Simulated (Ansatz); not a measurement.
A displaced shape of singlet CuCl:

```xyz
2

Cu   -0.0221   -0.0016   -0.7251
Cl   -0.0349   -0.0339    1.3247
```

It was optimised with HF/def2-SVP in Ansatz (development build ahead of 0.2.0) to forces under 0.001 eV/Å, with restricted orbitals. Each step stands on the lowest determinant of that kind that the program's search found.

Question: What shape does it relax to, and how does the optimisation go?

Answer:

```xyz
2

Cu   -0.0217   -0.0006   -0.7858
Cl   -0.0353   -0.0349    1.3855
```

Bond lengths: Cu1–Cl2 2.172 Å.

| step | E − E(start) (eV) | largest force (eV/Å) |
| --- | --- | --- |
| 1 | 0.0000 | 1.8002 |
| 2 | -0.0971 | 0.2777 |
| 3 | -0.1001 | 0.0660 |
| 4 | -0.1003 | 0.0022 |
| 5 | -0.1003 | 0.0000 |

The optimisation ended after 5 steps with its threshold met.
